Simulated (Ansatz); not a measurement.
A structure relaxed at PBE0-D4/def2-TZVP, charge 0, multiplicity 1:

| atom | x (Å) | y (Å) | z (Å) |
| --- | --- | --- | --- |
| C1 | 0.416 | -0.854 | 1.256 |
| C2 | -0.062 | -0.630 | 0.040 |
| Si3 | -0.202 | 1.033 | -0.796 |
| Br4 | -0.684 | -2.085 | -1.018 |
| H5 | 0.474 | -1.844 | 1.695 |
| H6 | 0.768 | -0.019 | 1.854 |
| H7 | -1.623 | 1.306 | -1.122 |
| H8 | 0.594 | 1.028 | -2.048 |
| H9 | 0.318 | 2.065 | 0.139 |

Question: Give its formula and SMILES.

Answer: C2H5BrSi, `C=C([SiH3])Br`.

Question: Point group (tolerance 0.08 Å, 0.16 Å for H)?

Answer: Cs.

Question: Summarise the bond lengths by kind.

Answer: 1 × C–C 1.325 Å; 2 × C–H 1.085 to 1.086 Å; 1 × C–Si 1.867 Å; 1 × Br–C 1.904 Å; 3 × H–Si 1.484 to 1.486 Å.

Program: Ansatz 0.2.0.
